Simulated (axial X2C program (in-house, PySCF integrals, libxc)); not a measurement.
# Correcting the dissociation energy of CuIn for spin–orbit coupling

A spin-free PBE0 curve (one-electron X2C) was computed with an in-house relativistic program for diatomic molecules, basis In dyall-cv3z [11s12p9d4f1g], Cu dyall-cv3z [9s9p6d3f2g] (cores contracted in-house), for the state M_S = 0, Λ = 0 (closed shell). It gives D0 = 1.984 eV to In + Cu, which in a spin-free picture are the weighted means of the ground terms.

Measured levels of the ground terms (NIST Handbook of Basic Atomic Spectroscopic Data), in cm⁻¹: In 2P: J = 1/2 at 0, J = 3/2 at 2212.6; Cu 2S: J = 1/2 at 0.

The molecular state has Λ = 0, so it has no first-order lowering.

(1) How far does each ground level lie under the (2J+1)-weighted mean of its term?

(2) Correct D0.

Second-order spin–orbit effects in the molecule, which grow quickly with Z, are left out. One determinant describes the state; a PBE0 search over occupations chose it and may have missed a lower one. De is counted from the lowest determinant-based energies of the atoms at the same level, without counterpoise correction.

## Answers

(1) In: (2 × 0 + 4 × 2212.6)/6 = 1475 cm⁻¹; Cu: a single level, 0.

(2) D0 = 1.984 + (0 − 1475)/8065.5 = 1.801 eV at PBE0 with these spin–orbit terms.
